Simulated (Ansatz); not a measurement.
Computed with Ansatz on PBE0-D4/def2-TZVP structures; ΔE is electronic, products minus reactants. CCSD(T)/CBS adds triple-zeta CCSD(T) − MP2 to the extrapolated MP2 energy (def2 sets, frozen cores). This one scheme is used for every species. Functionals use def2-TZVPP. One conformer a species, not always the lowest.

Consider the ligand exchange at the Si–O bond: `C[SiH2]OCO` + `[SiH3]S` → `C[SiH2]S[SiH3]` + `OCO`.

| level | ΔE (kcal/mol) |
| --- | --- |
| ωB97M-V | 5.6 |
| CCSD(T)/def2-TZVPP | 6.0 |

Problem. What does CCSD(T)/CBS give? (Estimate.)

Solution. Ansatz gave: +5.1 kcal/mol. The listed levels differ from it by 0.5, 0.9 kcal/mol.

Largest T1 diagnostic among the species: 0.011.

The D4 term adds −1.2 kcal/mol with B3LYP and −0.6 kcal/mol with PBE0; it sums over pairs of atoms, weighted by their polarisabilities, and B3LYP, whose exchange is more repulsive, gets the larger term. In def2-TZVPP, CCSD(T) changes the Hartree–Fock value by −3.4 kcal/mol (the triples alone add −0.7 kcal/mol) and MP2 by −4.4 kcal/mol.

B3LYP here is the variant with VWN-RPA as its local correlation; programs differ in this.
